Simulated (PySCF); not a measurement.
Assignment exercise: C5H4BF3O3

Geometry:
```csv
atom,x (Å),y (Å),z (Å)
O1,1.793,0.022,1.973
C2,1.426,-0.306,0.883
C3,0.079,0.119,0.332
O4,-0.213,-0.293,-0.831
B5,-1.533,0.050,-1.551
O6,-2.371,0.902,-0.573
C7,-1.984,1.257,0.572
C8,-0.742,0.914,1.120
C9,2.318,-1.186,-0.025
F10,2.596,-0.544,-1.153
F11,1.697,-2.324,-0.311
F12,3.449,-1.464,0.597
H13,-2.132,-0.984,-1.761
H14,-1.272,0.734,-2.520
H15,-2.698,1.870,1.144
H16,-0.429,1.230,2.112
```

- structure optimised with PBE0-D3(BJ)/def2-SVP
- shielding tensors at PBE0/pcSseg-1 (GIAO)
- B3LYP/pcJ-1 coupling constants (spin–dipole term only in couplings to heteroatoms)
- code: PySCF 2.14.0 with density-fitted response routines
- rapidly exchanging positions averaged, no solvent, a single conformation, non-relativistic Hamiltonian

Chemical shifts δ = σref − σ; TMS for 13C (σref 184.41), 1H (σref 31.27), all at this level.

**Question.** Assign these signals to the numbered atoms. 13C{1H} NMR (computed): δ 191.9 (CH), 186.9 (C, q, J = 41.0 Hz), 174.6 (C), 120.1 (C, q, J = 356.9 Hz), 98.4 (CH).

**Answer.** 
191.9 → C7, alkene carbon bearing oxygen: an sp2 carbon further deshielded by the attached heteroatom
186.9 → C2, ketone carbonyl carbon: low-lying n→π* states of the double bond to the heteroatom give a large paramagnetic term (-254 ppm)
174.6 → C3, ketone carbonyl carbon
120.1 → C9, CF3 carbon: 3 electronegative neighbours deshield it
98.4 → C8, β carbon of an enol-ether or enamine type C=C: the O or N lone pair pushes π density onto this β carbon and shields it

**Question.** Assign these signals to the numbered atoms. 1H NMR (400 MHz, computed): δ 7.82 (d, J = 3.8 Hz, 1H), 5.77 (d, J = 3.8 Hz, 1H), 4.48 (br, 2H).

**Answer.** 
| δ (ppm) | atoms | environment | reason |
| --- | --- | --- | --- |
| 7.82 | H15 | hydrogen on an alkene carbon bearing oxygen | a vinylic proton, deshielded by the sp2 carbon and the C=C anisotropy |
| 5.77 | H16 | hydrogen on a β carbon of an enol-ether or enamine type C=C | a vinylic proton, deshielded by the sp2 carbon and the C=C anisotropy |
| 4.48 | H13/H14 | hydrogen on a boron bonded to 2 O, in a 6-membered ring | – |

Hydrogens on boron are broadened and split by 11B (spin 3/2, 80 %) and 10B (spin 3). C–F couplings over four or more bonds (about 3 Hz to the para carbon of a fluoroarene) are left out. Common functionals overestimate the size of one-bond C–F couplings by tens of Hz; these are unscaled. Multiplet labels drop couplings under 1 Hz and merge nearly equal ones. Unscaled 3J(H,H) at this level run about 10 % above measured values. Shifts are as computed. Against solution values, carbons near 30 ppm lie about +2 ppm off and those near 130 ppm about +5 ppm. Of 1313 compounds with measured shifts, 239 miss one by over three times the rms of a fit or turn the order of signals round; such compounds aren't used in these exercises.
